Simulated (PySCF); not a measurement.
## Radial density of Te (tellurium, neutral)

r2SCAN, [Kr] 4d10 5s2 5p3 6s1, high-spin 5S determinant (an excited configuration). Computed with PySCF 2.14 in aug-cc-pVQZ-DK3 (9s8p6d3f2g, 102 functions), with the spin-free X2C one-electron Hamiltonian (Gaussian nucleus).

```csv
r (bohr),4πr²ρ (e/bohr),4πr²(ρα − ρβ)
0.0274,62.65,0.0206
0.0461,60.98,0.0515
0.0775,85.52,0.0454
0.130,68.15,-0.0136
0.219,69.78,0.1103
0.369,44.47,0.0002
0.620,24.88,0.2791
1.04,16.49,-0.0179
1.75,4.265,1.3844
2.95,1.393,0.9944
4.96,0.3001,0.2920
8.35,0.08207,0.0821
14.0,0.0001460,0.0001
```

Densities and radii are taken from the X2C orbitals without a picture-change correction, which distorts them close to the nucleus.

The outer electron is Rydberg-like, and this basis confines it to a smaller radius and binds it less than a complete one would.

Q: Where is the radial spin density 4πr²(ρα − ρβ) most negative, and why is it negative at all?

A: Around r = 1.04 bohr, down to -0.0179 e/bohr: exchange with the open shell polarises the paired shells in an unrestricted calculation.
